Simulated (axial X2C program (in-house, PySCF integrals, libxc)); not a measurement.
Spin–orbit effects down a group: molecules with Ca, CCSD(T)

Computed with an in-house all-electron X2C program for linear molecules (integrals from PySCF), spin-free (one-electron X2C) or two-component (2c: spin–orbit coupling with atomic mean-field Coulomb and Gaunt terms, which also bring small scalar terms), in Dyall basis sets with cores contracted in-house; open shells are unrestricted.

Basis sets: Ca dyall-cv3z, Cs dyall-cv3z, H dyall-v3z, Li dyall-cv3z, Na dyall-cv3z, Rb dyall-cv3z. Frozen shells (counts by l): CaH Ca 2s1p, H none, 11 electrons correlated; LiCa Ca 2s1p, Li 1s, 11 electrons correlated; NaCa Ca 3s2p, Na 2s1p, 3 electrons correlated; RbCa Rb 3s2p1d, Ca 3s2p, 11 electrons correlated; CsCa Cs 4s3p2d, Ca 3s2p, 11 electrons correlated. Coupled cluster in natural virtuals with an MP2 remainder. Where the outer core of a metal is frozen, bonds come out longer and ionisation energies lower. Frozen cores can differ along the series, which adds to the trend.

```tsv
molecule	spin-free state	Re (Å)	ωe (cm⁻¹)	De (eV)	2c state	Re 2c (Å)	ωe 2c (cm⁻¹)	De 2c (eV)
CaH	M_S = 1/2, Λ = 0	2.016	1289.9	1.69	Ω = 1/2	2.016	1286.5	1.69
LiCa	M_S = 1/2, Λ = 0	3.395	193.3	0.26	Ω = 1/2	3.394	192.8	0.26
NaCa	M_S = 1/2, Λ = 0	3.768	98.3	0.19	Ω = 1/2	3.769	98.4	0.19
RbCa	M_S = 1/2, Λ = 0	4.479	51.9	0.13	Ω = 1/2	4.486	51.7	0.13
CsCa	M_S = 1/2, Λ = 0	4.710	49.0	0.12	Ω = 1/2	4.735	46.6	0.12
```

Each entry is the lowest single determinant of a limited PBE0 search at one distance. De goes to single-determinant-based atoms at the same level (for ions the charge split of lowest energy) and is withheld (n/a) where an atom does not fit its ground term or J level. Main or longest-lived isotopes. One determinant is a doubtful description, or other states lie close, for LiCa, NaCa, RbCa, CsCa; these need not be ground states, and all values refer to the states named.
